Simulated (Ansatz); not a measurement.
Basis-set extrapolation for CH5FOSi, SMILES `OC(F)[SiH3]` (PBE0-D4/def2-TZVP geometry, frozen core, Ansatz). Multiplicity 1, RHF reference.

```csv
,def2-TZVPP,def2-QZVPP
HF,-504.099772,-504.118630
MP2 correlation,-0.785788,-0.850569
CCSD(T) correlation,-0.846507,not run
```

Energies in hartree. Use E(X) = E(∞) + A·exp(−7.88·√X) for Hartree–Fock and E(X) = E(∞) + B·X^(−2.97) for correlation, with X = 3 and 4, and add CCSD(T) minus MP2 of the smaller set to the MP2 limit.

What is the CCSD(T) energy at the basis-set limit?

HF limit: -504.118630 + (-0.018858) × 0.13774 = -504.12123. MP2 limit: -0.850569 + (-0.064781) × 0.74074 = -0.89855. Higher-order term: -0.846507 − (-0.785788) = -0.06072. Total: -505.08050 hartree, 352.4 kJ/mol below CCSD(T)/def2-TZVPP.
